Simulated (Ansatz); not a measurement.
## Worked example: a bond strength in CH5FOSn (SMILES [CH3][SnH]([OH])[F])

CH5FOSn has 9 atoms, charge 0, and is taken as a singlet. SMILES: `[CH3][SnH]([OH])[F]`. The shape was relaxed beforehand at PBE0/def2-SVP. This is one conformer, not always the lowest.

```xyz
9

C    -0.3517    1.3322   -0.1744
Sn   -0.2686   -0.7610    0.2276
O     1.5413   -1.3714    0.7360
F    -0.6220   -1.6212   -1.4822
H    -1.3774    1.6136   -0.4503
H    -0.0429    1.8961    0.7167
H     0.3241    1.5640   -1.0091
H    -1.3092   -1.4700    1.3768
H     2.1948   -1.2287    0.0419
```

Wanted: the dissociation energy of the H5–C1 bond into doublet H and doublet CH4FOSn (shapes relaxed at PBE0/def2-SVP, no zero-point term). 1 Eh = 2625.50 kJ/mol = 27.2114 eV. Totals in Eh; open shells run unrestricted unless said.

| level | program | CH5FOSn | doublet H | doublet CH4FOSn |
| --- | --- | --- | --- | --- |
| HF/def2-SVP (core potential) | Ansatz | -428.284710 | -0.499278 | -427.652133 |
| PBE/def2-SVP (core potential) | Ansatz | -430.098539 | -0.498629 | -429.427940 |
| MP2/def2-SVP (core potential), 7 core orbitals frozen in the whole | Ansatz | -428.924149 | -428.255519 | -0.499278 |

**Question.** Work out the dissociation energy at each level.

**Answer.** 
1. HF/def2-SVP (core potential): (-0.499278) + (-427.652133) − (-428.284710) = 0.133299 Eh = 350.0 kJ/mol = 3.63 eV.
2. PBE/def2-SVP (core potential): (-0.498629) + (-429.427940) − (-430.098539) = 0.171970 Eh = 451.5 kJ/mol = 4.68 eV.
3. MP2/def2-SVP (core potential): (-428.255519) + (-0.499278) − (-428.924149) = 0.169352 Eh = 444.6 kJ/mol = 4.61 eV.

The levels span 350 to 452 kJ/mol; no measured value is set beside them. Hartree–Fock lacks the correlation of the bonding electrons, so it comes out low. A bond enthalpy at 298 K also holds the loss of zero-point energy and thermal terms.
